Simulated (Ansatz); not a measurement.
Reaction (formal hydrolysis of the In–Br bond): `[OH][In]([SH])[Br]` + H₂O → `[OH][In]([OH])[SH]` + HBr

Calculated with Ansatz (gas phase, PBE0-D4/def2-TZVP geometries, no zero-point term in ΔE). CCSD(T)/CBS adds triple-zeta CCSD(T) − MP2 to the extrapolated MP2 energy (def2 sets, frozen cores). This one scheme is used for every species. Functionals use def2-TZVPP. B3LYP here is the variant with VWN-RPA as its local correlation; programs differ in this. Elements past krypton have def2 core potentials. For Br, In outer-core shells are correlated without core-valence functions, which leaves a few kJ/mol of doubt a bond. Scalar relativity is left out up to krypton. Each species was taken in one conformer, which may not be the lowest.

| level | ΔE (kcal/mol) |
| --- | --- |
| PBE0-D4 | 27.9 |
| ωB97M-V | 26.5 |
| r2SCAN | 26.2 |
| B3LYP | 25.7 |
| HF/def2-TZVPP | 30.4 |
| MP2/def2-TZVPP | 26.5 |
| SCS-MP2/def2-TZVPP | 25.6 |
| CCSD/CBS(def2) | 27.2 |

Q: What does CCSD(T)/CBS give? (An estimate is asked.)

A: Ansatz gave: +26.6 kcal/mol. The listed levels differ from it by 1.3, -0.1, -0.4, -0.9, 3.8, -0.1, -1.0, 0.6 kcal/mol.

Largest T1 diagnostic among the species: 0.016.

From PBE to PBE0 (25 % exact exchange), in def2-TZVPP and without D4, ΔE moves by +2.4 kcal/mol. In def2-TZVPP, CCSD(T) changes the Hartree–Fock value by −4.7 kcal/mol (the triples alone add −0.6 kcal/mol) and MP2 by −3.9 kcal/mol.
